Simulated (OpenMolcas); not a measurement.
**Ni⁴⁺: effect of the basis set**

```yaml
Program: OpenMolcas
Method: "MS-CASPT2, IPEA 0.25 Eh, imaginary shift 0.1 Eh (closed shells correlated: 3s 3p)"
Active_space: 6 electrons in 5 orbitals (3d)
State_averaging: 2S+1 = 5 even, 5 roots; 2S+1 = 3 even, 45 roots; 2S+1 = 1 even, 50 roots
Spin-orbit_coupling: RASSI with atomic mean-field integrals over the reference wave functions, term energies averaged over their components
```

A. ANO-R1 [5s4p2d1f], X2C, finite nucleus; CASPT2 step of the order of 13 core-seconds
B. ANO-RCC-VTZP [6s5p3d2f1g], DKH2, point nucleus; CASPT2 step roughly 17 core-seconds
C. ANO-L-VTZP [6s5p3d2f1g], non-relativistic, point nucleus; CASPT2 step about 30 core-seconds
D. ANO-R2 [6s5p4d2f1g], X2C, finite nucleus; CASPT2 step roughly 15 core-seconds
E. ANO-RCC-VQZP [7s6p4d3f2g1h], DKH2, point nucleus; CASPT2 step roughly 50 core-seconds
F. ANO-R3 [7s5p5d3f2g1h], X2C, finite nucleus; CASPT2 step roughly 30 core-seconds

Energies in cm-1 above 3d6 5D4, the measured ground level; measured values from Corliss and Sugar, J. Phys. Chem. Ref. Data 10, 197 (1981).

```json
{"Level": "3d6 5D4", "A": "0.0", "B": "0.0", "C": "0.0", "D": "0.0", "E": "0.0", "F": "0.0", "Measured": "0.0"}
{"Level": "3d6 5D3", "A": "900", "B": "857", "C": "900", "D": "850", "E": "851", "F": "860", "Measured": "890"}
{"Level": "3d6 5D2", "A": "1510", "B": "1442", "C": "1510", "D": "1431", "E": "1432", "F": "1445", "Measured": "1490"}
{"Level": "3d6 5D1", "A": "1898", "B": "1815", "C": "1899", "D": "1801", "E": "1802", "F": "1818", "Measured": "1872"}
{"Level": "3d6 5D0", "A": "2090", "B": "1997", "C": "2090", "D": "1982", "E": "1982", "F": "2000", "Measured": "2058"}
{"Level": "3d6 3P2(1)", "A": "26410", "B": "26410", "C": "26180", "D": "26480", "E": "26030", "F": "26000", "Measured": "26153"}
{"Level": "3d6 3H6", "A": "28540", "B": "27750", "C": "27680", "D": "27810", "E": "27330", "F": "27310", "Measured": "27111"}
{"Level": "3d6 3H5", "A": "28940", "B": "28140", "C": "28080", "D": "28200", "E": "27720", "F": "27700", "Measured": "27578"}
{"Level": "3d6 3P1(1)", "A": "29030", "B": "28890", "C": "28790", "D": "28960", "E": "28510", "F": "28500", "Measured": "28698"}
{"Level": "3d6 3H4", "A": "29140", "B": "28370", "C": "28300", "D": "28430", "E": "27950", "F": "27920", "Measured": "27859"}
{"Level": "3d6 3P0(1)", "A": "30040", "B": "29870", "C": "29790", "D": "29920", "E": "29480", "F": "29470", "Measured": "29640"}
{"Level": "3d6 3F4(1)", "A": "30130", "B": "29630", "C": "29470", "D": "29660", "E": "29210", "F": "29140", "Measured": "29124"}
{"Level": "3d6 3F3(1)", "A": "30540", "B": "30040", "C": "29880", "D": "30060", "E": "29620", "F": "29550", "Measured": "29571"}
{"Level": "3d6 3F2(1)", "A": "30870", "B": "30350", "C": "30220", "D": "30380", "E": "29940", "F": "29870", "Measured": "29899"}
{"Level": "3d6 3G5", "A": "35060", "B": "33920", "C": "33860", "D": "33980", "E": "33490", "F": "33480", "Measured": "33256"}
{"Level": "3d6 3G4", "A": "35840", "B": "34680", "C": "34660", "D": "34740", "E": "34250", "F": "34250", "Measured": "34062"}
{"Level": "3d6 3G3", "A": "36170", "B": "34980", "C": "34970", "D": "35040", "E": "34550", "F": "34560", "Measured": "34416"}
{"Level": "3d6 1I6", "A": "43410", "B": "42290", "C": "42230", "D": "42340", "E": "41630", "F": "41630", "Measured": "41252"}
{"Level": "3d6 3D2", "A": "43790", "B": "42310", "C": "42270", "D": "42310", "E": "41830", "F": "41830", "Measured": "41627"}
{"Level": "3d6 3D1", "A": "43830", "B": "42330", "C": "42290", "D": "42330", "E": "41850", "F": "41850", "Measured": "41701"}
{"Level": "3d6 3D3", "A": "44110", "B": "42590", "C": "42570", "D": "42590", "E": "42110", "F": "42110", "Measured": "41920"}
{"Level": "3d6 1G4(1)", "A": "44200", "B": "43420", "C": "43270", "D": "43510", "E": "42870", "F": "42810", "Measured": "42208"}
{"Level": "3d6 1S0(1)", "A": "49260", "B": "48580", "C": "48370", "D": "48670", "E": "47960", "F": "47930", "Measured": "47700"}
{"Level": "3d6 1D2(1)", "A": "50850", "B": "50010", "C": "49870", "D": "50060", "E": "49420", "F": "49390", "Measured": "48607"}
```

Deviations, from unrounded energies. A percentage is the sum of absolute deviations over the sum of measured energies, with the sign that they share, or ± where signs differ.

| Against measurement | Levels | A | B | C | D | E | F |
| --- | --- | --- | --- | --- | --- | --- | --- |
| mean absolute deviation (cm-1) | 23 | 1200 | 540 | 450 | 580 | 200 | 180 |
| fine structure of the ground term (%) | 4 | +1.4 | -3.1 | +1.4 | -3.9 | -3.8 | -2.9 |
| other terms of the ground configuration (%) | 19 | +4.2 | +1.8 | +1.6 | +2.0 | ±0.7 | ±0.6 |

E, F lie about equally close to measurement and A furthest from it. The largest miss of F in the table is 3d6 1D2(1), by +780 cm-1. The ranking rests on the paired levels alone, and a cruder setting can come out closer through cancelling errors.

The two smallest mean deviations differ by little beside CASPT2's spread within terms, so their order carries little weight.

Among A to F the level of the table that moves most is 3d6 3D3, by 2000 cm-1 (lowest in F, highest in A). Moves below CASPT2's spread within the term are not significant.

CASPT2 does not keep the components of a term degenerate, so their means are used; among the terms shown or strongly mixed into the levels shown the widest spread is 980 cm-1 (3d6 1I, E). The CASPT2 spread within a term exceeds the gap to the next term for 3d6 1I and 3d6 1G(1), 3d6 1G(1) and 3d6 3D, so the order of their levels is uncertain (figures for A; the like holds for B, C, D, E, F). The basis is small and was not contracted for so high a charge (holds for A). Measured partners are found by configuration, term and J. A level has none where our copy of the source lacks it or the pairing is in doubt (some pairs that miss far off the trend of their configuration count as doubtful), and it then counts in no deviation. Only configurations of the active space appear. The table leaves out levels that lie high or whose names do not pair safely across all columns.

A number in round brackets counts repeated terms of one configuration in the order of the reference energies.
